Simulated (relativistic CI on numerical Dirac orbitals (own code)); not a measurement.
# Slater and spin-orbit integrals, Ge IX

Method of calculation: Dirac-Coulomb-Breit CI, orbitals from a KLI potential per configuration, model QED, unscaled Slater integrals (own radial code, finite nucleus).

Slater integrals F^k, G^k are unscaled and averaged over j, outside the closed core [Ne]; ζ comes from projecting the Hamiltonian with its Breit term on Σ l·s of the shell.

- 3s²3p⁶3d⁶: F^2(3d,3d) = 161190, F^4(3d,3d) = 102220, ζ(3d) = 2209.5 cm⁻¹; <r>(3d) = 0.6073, <r^2>(3d) = 0.4429 (bohr units).
- 3s²3p⁵3d⁷: ζ(3p) = 25261, F^2(3d,3d) = 160810, F^4(3d,3d) = 101970, F^2(3p,3d) = 158160, G^1(3p,3d) = 189030, G^3(3p,3d) = 118750, ζ(3d) = 2158.7 cm⁻¹; <r>(3p) = 0.6082, <r^2>(3p) = 0.4299, <r>(3d) = 0.6085, <r^2>(3d) = 0.4448 (bohr units).
- 3s²3p⁶3d⁵4s: F^2(3d,3d) = 165940, F^4(3d,3d) = 105420, ζ(3d) = 2335.8, G^2(3d,4s) = 17109 cm⁻¹; <r>(3d) = 0.5925, <r^2>(3d) = 0.4206, <r>(4s) = 1.392, <r^2>(4s) = 2.175 (bohr units).

(1) Give the Racah parameters of the d shell in 3s²3p⁶3d⁶.

Averages of the first 10 configurations, taken without configuration mixing, which lowers the lowest level and can move excited configurations by several eV; other configurations of the list can lie among them:

| Configuration | Parity | States | Average energy above the lowest level (eV) |
| --- | --- | --- | --- |
| 3s²3p⁶3d⁶ | even | 210 | 8.7 |
| 3s²3p⁵3d⁷ | odd | 720 | 104.1 |
| 3s²3p⁶3d⁵4s | even | 504 | 86.0 |
| 3s²3p⁴3d⁸ | even | 675 | 201.5 |
| 3s3p⁶3d⁷ | even | 240 | 165.3 |
| 3s²3p⁶3d⁵4p | odd | 1512 | 102.5 |
| 3s²3p⁶3d⁴4s² | even | 210 | 174.2 |
| 3s²3p⁶3d⁵4d | even | 2520 | 127.8 |
| 3s²3p⁶3d⁴4s4p | odd | 2520 | 189.2 |
| 3p⁶3d⁸ | even | 45 | 324.9 |

## Answers

(1) B = F²/49 − 5F⁴/441 = 2131 cm⁻¹ and C = 35F⁴/441 = 8113 cm⁻¹.
